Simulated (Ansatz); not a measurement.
System: C2H5Al, charge 0, singlet. C2H5Al (SMILES C=[CH][AlH2]).
B3LYP-D3(BJ)/def2-TZVP minimum from Ansatz (a program for electronic structure):
```xyz
8

Al    -0.0706     0.1727     1.1670
H     -0.8470     1.5488     1.2497
H      0.3892    -0.5867     2.4760
C      0.2915    -0.5400    -0.6010
C     -0.1053     0.1165    -1.6977
H      0.8191    -1.4794    -0.7607
H      0.0777    -0.2483    -2.7056
H     -0.6384     1.0616    -1.6376
```

Total energies in cc-pV(D+d)Z, 16 correlated electrons, 7 frozen orbitals. Radicals and triplets start from unrestricted determinants; spin-orbit coupling is neglected. Correlated methods leave the cores frozen. No relativity.

```
method    program  energy (Eh)  minus CCSDT(Q) (mEh)
--------  -------  -----------  --------------------
HF         Ansatz   -320.53406                390.49
MP2        Ansatz   -320.86876                 55.78
CCSD       Ansatz   -320.91057                 13.98
CCSD(T)    Ansatz   -320.92283                  1.71
CCSDT(Q)   Ansatz   -320.92454                  0.00
```

Rough core times of Ansatz's runs on a shared machine: CCSD(T) under 20 s, CCSDT(Q) 3 min.
